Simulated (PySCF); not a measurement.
C₆H₁₁ (SMILES [CH]1CCCCC1), doublet, at a GFN2-xTB geometry; MP2/6-31G** run with PySCF.

Here is a job for PySCF.
```python
from pyscf import gto, scf, mp

mol = gto.Mole()
mol.atom = '''
    C     0.19478157   -1.25324961    0.66510359
    C     1.29355223   -0.65266075   -0.11539714
    C     1.20459504    0.89197226   -0.14572493
    C    -0.24522720    1.38706484   -0.06610315
    C    -1.22077647    0.33666712   -0.59021356
    C    -1.19894589   -0.87088281    0.34556464
    H     0.38770307   -1.97963011    1.43349995
    H     2.26421590   -0.96103143    0.27476890
    H     1.23693489   -1.00504949   -1.15640594
    H     1.76993495    1.29982118    0.69345874
    H     1.67390457    1.25243034   -1.06302263
    H    -0.35038401    2.31576577   -0.62985473
    H    -0.50361772    1.60067580    0.97347952
    H    -2.22943140    0.75097965   -0.64284780
    H    -0.92966226    0.03724000   -1.59851942
    H    -1.74394039   -1.71069273   -0.11367362
    H    -1.74353349   -0.63397547    1.26974055
'''
mol.basis = '6-31g**'
mol.spin = 1
mol.verbose = 4
mol.build()

mf = scf.UHF(mol)
mf.kernel()

pt = mp.MP2(mf)
pt.kernel()
print('E(MP2) = %.10f' % pt.e_tot)
```

What the program printed (banner, timings and long lists left out):

```
PySCF version 2.14.0

[INPUT] verbose = 4
[INPUT] num. atoms = 17
[INPUT] num. electrons = 47
[INPUT] charge = 0
[INPUT] spin (= nelec alpha-beta = 2S) = 1
[INPUT] symmetry False subgroup None
[INPUT] Mole.unit = angstrom
[INPUT] Symbol           X                Y                Z      unit          X                Y                Z       unit  Magmom
[INPUT]  1 C      0.194781570000  -1.253249610000   0.665103590000 AA    0.368083821413  -2.368298528618   1.256863629565 Bohr   0.0
[INPUT]  2 C      1.293552230000  -0.652660750000  -0.115397140000 AA    2.444459442520  -1.233350069753  -0.218068990158 Bohr   0.0
[INPUT]  3 C      1.204595040000   0.891972260000  -0.145724930000 AA    2.276354716609   1.685583282109  -0.275380207221 Bohr   0.0
[INPUT]  4 C     -0.245227200000   1.387064840000  -0.066103150000 AA   -0.463412246294   2.621172664614  -0.124916849471 Bohr   0.0
[INPUT]  5 C     -1.220776470000   0.336667120000  -0.590213560000 AA   -2.306933187613   0.636208651946  -1.115341983405 Bohr   0.0
[INPUT]  6 C     -1.198945890000  -0.870882810000   0.345564640000 AA   -2.265679370273  -1.645729997492   0.653022527934 Bohr   0.0
[INPUT]  7 H      0.387703070000  -1.979630110000   1.433499950000 AA    0.732652619953  -3.740958735843   2.708922305078 Bohr   0.0
[INPUT]  8 H      2.264215900000  -0.961031430000   0.274768900000 AA    4.278747937886  -1.816086199799   0.519237968548 Bohr   0.0
[INPUT]  9 H      1.236934890000  -1.005049490000  -1.156405940000 AA    2.337468176019  -1.899268277734  -2.185290515420 Bohr   0.0
[INPUT] 10 H      1.769934950000   1.299821180000   0.693458740000 AA    3.344692313796   2.456306041109   1.310447097286 Bohr   0.0
[INPUT] 11 H      1.673904570000   1.252430340000  -1.063022630000 AA    3.163221195958   2.366750332696  -2.008821634915 Bohr   0.0
[INPUT] 12 H     -0.350384010000   2.315765770000  -0.629854730000 AA   -0.662129817327   4.376163073943  -1.190252937962 Bohr   0.0
[INPUT] 13 H     -0.503617720000   1.600675800000   0.973479520000 AA   -0.951699562278   3.024838876219   1.839609680673 Bohr   0.0
[INPUT] 14 H     -2.229431400000   0.750979650000  -0.642847800000 AA   -4.213014759506   1.419145863622  -1.214806281779 Bohr   0.0
[INPUT] 15 H     -0.929662260000   0.037240000000  -1.598519420000 AA   -1.756807059744   0.070373400879  -3.020763908599 Bohr   0.0
[INPUT] 16 H     -1.743940390000  -1.710692730000  -0.113673620000 AA   -3.295569714667  -3.232740742985  -0.214812009388 Bohr   0.0
[INPUT] 17 H     -1.743533490000  -0.633975470000   1.269740550000 AA   -3.294800785107  -1.198040007992   2.399461888755 Bohr   0.0

nuclear repulsion = 247.146874561264
number of shells = 69
number of NR pGTOs = 239
number of NR cGTOs = 139
basis = 6-31g**
ecp = {}

******** <class 'pyscf.scf.uhf.UHF'> ********
method = UHF
initial guess = minao
damping factor = 0
level_shift factor = 0
DIIS = <class 'pyscf.scf.diis.CDIIS'>
diis_start_cycle = 1
diis_space = 8
diis_damp = 0
SCF conv_tol = 1e-09
SCF conv_tol_grad = None
SCF max_cycles = 50
direct_scf = True
direct_scf_tol = 1e-13
number electrons alpha = 24  beta = 23
Set gradient conv threshold to 3.16228e-05
init E= -234.881729793311

cycle= 1 E= -233.510348343436  delta_E= 1.37  |g|= 0.294  |ddm|= 2.46
cycle= 2 E= -233.578740068444  delta_E= -0.0684  |g|= 0.0874  |ddm|= 0.38
cycle= 3 E= -233.586119788073  delta_E= -0.00738  |g|= 0.0314  |ddm|= 0.159
cycle= 4 E= -233.586914221765  delta_E= -0.000794  |g|= 0.012  |ddm|= 0.0443
cycle= 5 E= -233.58712984544  delta_E= -0.000216  |g|= 0.00504  |ddm|= 0.0268
cycle= 6 E= -233.587172165365  delta_E= -4.23e-05  |g|= 0.00196  |ddm|= 0.0131
cycle= 7 E= -233.587179045402  delta_E= -6.88e-06  |g|= 0.000718  |ddm|= 0.00539
cycle= 8 E= -233.587179925632  delta_E= -8.8e-07  |g|= 0.000301  |ddm|= 0.0018
cycle= 9 E= -233.587180098374  delta_E= -1.73e-07  |g|= 0.000119  |ddm|= 0.000909
cycle= 10 E= -233.587180124069  delta_E= -2.57e-08  |g|= 6.03e-05  |ddm|= 0.000298
cycle= 11 E= -233.587180131514  delta_E= -7.45e-09  |g|= 2.63e-05  |ddm|= 0.000176
cycle= 12 E= -233.587180132988  delta_E= -1.47e-09  |g|= 9.35e-06  |ddm|= 8.85e-05
cycle= 13 E= -233.587180133164  delta_E= -1.76e-10  |g|= 3.67e-06  |ddm|= 3.26e-05
Extra cycle  E= -233.587180133182  delta_E= -1.82e-11  |g|= 2.36e-06  |ddm|= 5.79e-06
converged SCF energy = -233.587180133182  <S^2> = 0.76413866  2S+1 = 2.014089

******** <class 'pyscf.mp.ump2.UMP2'> ********
nocc = (np.int64(24), np.int64(23)), nmo = (139, 139)
E(UMP2) = -234.426130444609  E_corr = -0.838950311427069
E(SCS-UMP2) = -234.424715808388  E_corr = -0.837535675206013
E_corr(same-spin) = -0.195236190584388
E_corr(oppo-spin) = -0.643714120842681
E(MP2) = -234.4261304446
```
